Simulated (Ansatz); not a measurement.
Reaction (formal exchange of groups at the Si–Se bond): `N=C[SiH2][SeH]` + `N[SiH3]` → `N=C[SiH2][SiH2]N` + H₂Se

Calculated with Ansatz (gas phase, PBE0-D4/def2-TZVP geometries, no zero-point term in ΔE). CCSD(T)/CBS is the MP2 limit (def2-TZVPP, def2-QZVPP) plus CCSD(T) − MP2 in def2-TZVPP, frozen cores. This one scheme is used for every species. DFT in def2-TZVPP. B3LYP here is the variant with VWN-RPA as its local correlation; programs differ in this. For Se outer-core shells are correlated without core-valence functions, which leaves a few kJ/mol of doubt a bond. Scalar relativity is left out up to krypton. Each species was taken in one conformer, which may not be the lowest.

```
             level  ΔE (kcal/mol)  difference from CCSD(T)/CBS
            PBE-D4           10.6                         -3.3
         r2SCAN-D4           13.0                         -0.9
           PBE0-D4           11.7                         -2.2
          B3LYP-D4           12.5                         -1.4
           ωB97X-V           12.7                         -1.2
           ωB97M-V           13.8                         -0.1
            B2PLYP           14.4                          0.5
               PBE           11.5                         -2.4
            r2SCAN           13.3                         -0.6
              PBE0           12.6                         -1.3
             B3LYP           13.9                          0.0
     HF/def2-TZVPP           17.3                          3.4
    MP2/def2-TZVPP           15.5                          1.6
SCS-MP2/def2-TZVPP           15.5                          1.6
   CCSD/def2-TZVPP           13.5                         -0.4
CCSD(T)/def2-TZVPP           13.0                         -0.9
     HF/def2-QZVPP           17.4                          3.5
    MP2/def2-QZVPP           16.0                          2.1
SCS-MP2/def2-QZVPP           16.0                          2.1
      HF/CBS(def2)           17.4                          3.5
     MP2/CBS(def2)           16.4                          2.5
    CCSD/CBS(def2)           14.3                          0.4
       CCSD(T)/CBS           13.9                            0
```

Largest T1 diagnostic among the species: 0.013.

The D4 term adds −1.4 kcal/mol with B3LYP and −0.8 kcal/mol with PBE0; it sums over pairs of atoms, weighted by their polarisabilities, and B3LYP, whose exchange is more repulsive, gets the larger term. From PBE to PBE0 (25 % exact exchange), in def2-TZVPP and without D4, ΔE moves by +1.0 kcal/mol.
